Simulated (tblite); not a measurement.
Cl3Y, charge -1, doublet, at a GFN2-xTB geometry (such geometries of metal compounds can be far from the true shape) (the multiplicity is a formal guess); tblite with GFN1-xTB with ALPB(water).

Input for tblite:
```
$ tblite run mol.xyz --method gfn1 --charge -1 --spin 1 --alpb water --json tblite.json --no-restart

# file mol.xyz
4

Y      0.16987209     0.45252725     0.28581914
Cl     1.94848068    -0.73084871    -0.84458394
Cl    -0.90181555    -1.23380179     1.64575232
Cl    -1.43637169     0.92649976    -1.45687110
```

Question: Predict the main parts of the log of this tblite run.

Answer: 
```
xTB calculator
 | screened Coulomb repulsion
 | Coulomb electrostatics
 |  * isotropic Klopman-Ohno-Mataga-Nishimoto electrostatics
 |  * onsite third-order electrostatics
 | DFT-D3(BJ) dispersion correction
 | Interactions (3)
 | [1] alpb/gbsa reaction field model
 | [2] cds contribution to solvation
 | [3] empirical free energy shift and standard state/solvent correction

halogen bonding energy    0.0000000000000E+00 Eh
repulsion energy          1.8168621156976E-02 Eh
dispersion energy        -1.8514391868469E-03 Eh
interaction energy       -3.4458939549014E-02 Eh
number of electrons       2.5000000000000E+01 e
integral cutoff           4.0000000000000E+01 bohr

------------------------------------------------------------
  cycle        total energy    energy error   density error
------------------------------------------------------------
      1     -14.20803637078  -1.4189895E+01   6.3055084E-01
      2     -14.27418100630  -6.6144636E-02   3.4035427E-01
      3     -14.26470169779   9.4793085E-03   1.3290662E-01
      4     -14.26353256695   1.1691308E-03   1.3533763E-01
      5     -14.28647689523  -2.2944328E-02   7.0220848E-02
      6     -14.29387123939  -7.3943442E-03   7.5097865E-03
      7     -14.29395391270  -8.2673306E-05   1.0641687E-03
      8     -14.29395473764  -8.2494687E-07   5.6077169E-04
      9     -14.29395412739   6.1025960E-07   7.7272432E-04
     10     -14.29395492795  -8.0056203E-07   1.3769395E-04
     11     -14.29395495201  -2.4058130E-08   1.1913509E-07
------------------------------------------------------------

electronic energy        -1.4275813194427E+01 Eh
total energy             -1.4293954952005E+01 Eh

Post processing:
 | Mayer-Wiberg bond orders

[Info] JSON dump of results written to 'tblite.json'
```
